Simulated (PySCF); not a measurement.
One ligand Y is varied and pulled off as a radical: Zn(OH)1–Y. Gas-phase values, no solvent. One relaxed conformer stands for each flexible species; it need not be the lowest. Multiplicities are imposed; where one is given, others were not computed. Strings in code marks are SMILES.

The HOMO–LUMO gap from two functionals at the same geometries (PBE-D3(BJ)/def2-SVP), both in PySCF: PBE-D3(BJ)/def2-TZVP and TPSSh-D3(BJ)/def2-TZVP. 

| species | PBE-D3(BJ)/def2-TZVP (eV) |
|---|---|
| Y = Cl | 4.64 |
| Y = F ([Zn(OH)(F)]) | 4.64 |
| Y = Br | 4.50 |
| Y = OH ([Zn(OH)2]) | 4.72 |
| Y = NH2 ([Zn(OH)(NH2)]) | 4.24 |

Q: What does TPSSh-D3(BJ)/def2-TZVP give for each?

A: 
- Y = Cl: 5.89
- Y = F ([Zn(OH)(F)]): 5.92
- Y = Br: 5.70
- Y = OH ([Zn(OH)2]): 5.97
- Y = NH2 ([Zn(OH)(NH2)]): 5.31
Over these rows, drawn at random from the members with no instability flagged (it was tested for open shells, ions and some series alone), PBE minus TPSSh-D3(BJ): mean -1.21 eV, from -1.29 eV to -1.07 eV.
